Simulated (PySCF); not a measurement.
Simulated C 1s region for `CCCOC(=O)CC` (propyl propanoate), binding energy against the vacuum level.

Every computed line was given a Gaussian of 0.6 eV full width at half maximum and an area set by the number of equivalent atoms; the highest printed point is 100. Theory: PySCF 2.14.0, delta-SCF UKS SCAN, pcX-2 on the ionised atom, pcseg-1 elsewhere, spin-free X2C.

binding energy (eV), intensity and a bar:
```
    289.9          0 
    290.0          1 
    290.1          3 #
    290.2          9 ###
    290.3         19 ######
    290.4         35 ##########
    290.5         55 #################
    290.6         77 #######################
    290.7         94 ############################
    290.8        100 ##############################
    290.9         95 ############################
    291.0         81 ########################
    291.1         63 ###################
    291.2         44 #############
    291.3         28 #########
    291.4         17 #####
    291.5          9 ###
    291.6          6 ##
    291.7          7 ##
    291.8         10 ###
    291.9         16 #####
    292.0         23 #######
    292.1         28 ########
    292.2         29 #########
    292.3         25 ########
    292.4         19 ######
    292.5         13 ####
    292.6          7 ##
    292.7          3 #
    292.8          1 
    292.9          1 
    293.0          0 
    293.1          0 
    293.2          0 
    293.3          0 
    293.4          0 
    293.5          0 
    293.6          1 
    293.7          3 #
    293.8          6 ##
    293.9         11 ###
    294.0         17 #####
    294.1         24 #######
    294.2         28 ########
    294.3         28 #########
    294.4         25 #######
    294.5         19 ######
    294.6         12 ####
    294.7          7 ##
    294.8          3 #
    294.9          1 
    295.0          0 
    295.1          0
```

Task: Count the maxima, the lines and the sites behind this envelope.

Result: The curve has 3 maxima (at 290.8, 292.2 and 294.3 eV). Under it lie 6 lines from 6 inequivalent carbon sites. At this width some lines have no maximum of their own.

Task: Decompose the envelope and assign each component. Numbering: `[CH3:1][CH2:2][CH2:3][O:4][C:5](=[O:6])[CH2:7][CH3:8]`.

Result: 
```csv
position (eV),relative area,line,atoms,environment
290.72,1,C 1s,C8,methyl carbon
290.73,1,C 1s,C2,chain CH2 carbon
290.80,1,C 1s,C1,methyl carbon
291.08,1,C 1s,C7,sp3 carbon next to a carbonyl
292.17,1,C 1s,C3,sp3 carbon bound to oxygen
294.26,1,C 1s,C5,ester carbonyl carbon
```

Lowest listed C 1s: C8, bonded to C and 3 H. Highest, 3.54 eV above it: C5, bonded to O (double bond), O and C. The widest gap between neighbouring values is 2.09 eV, between 292.17 and 294.26 eV. Summing the Pauling electronegativity differences to the bonded atoms, each weighted by its formal bond order, gives -1.05 for the lowest site and +2.67 for the highest; no listed site has a larger sum than the highest. The values 290.72 and 290.73 eV lie too close for their order to be trusted.

Shake-up satellites, vibrational structure and lifetime widths aren't simulated. Isolated species at its PBE0-D3(BJ)/def2-SVP geometry (one conformer only).

Shape of the structure used: `[CH3:1][CH2:2][CH2:3][O:4][C:5](=[O:6])[CH2:7][CH3:8]`: C1–C2–C3–O4 176°, C2–C3–O4–C5 86°, C3–O4–C5–O6 0°, O4–C5–C7–C8 -177°.
